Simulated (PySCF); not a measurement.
# Ionisation energy of P+ by level of theory

P+ [Ne] 3s2 3p2 (3P) → P(2+) [Ne] 3s2 3p1 (2P), as a difference of total energies. Computed with PySCF 2.14 in aug-cc-pwCVTZ (8s7p5d3f, 75 functions), with the non-relativistic Hamiltonian (point nucleus). Correlated levels: nothing frozen. The calculations carry no spin-orbit coupling.

| method | ionisation energy (eV) |
| --- | --- |
| UHF | 19.163 |
| MP2 (all electrons) | 19.648 |
| SCS-MP2 (all electrons) | 19.553 |
| CCSD (all electrons) | 19.680 |
| CCSD(T) (all electrons) | 19.714 |

How much does correlation contribute at CCSD(T) (all electrons)?

19.714 − (19.163) = 0.551 eV, measured against UHF.

A first-order spin-orbit estimate (lowest level to lowest level, LS coupling) adds -0.007 eV.

Errors of the correlated levels include the incompleteness of this basis.

For comparison: 19.769 eV (semi-empirical (NIST evaluation); NIST Atomic Spectra Database, ionization energies).
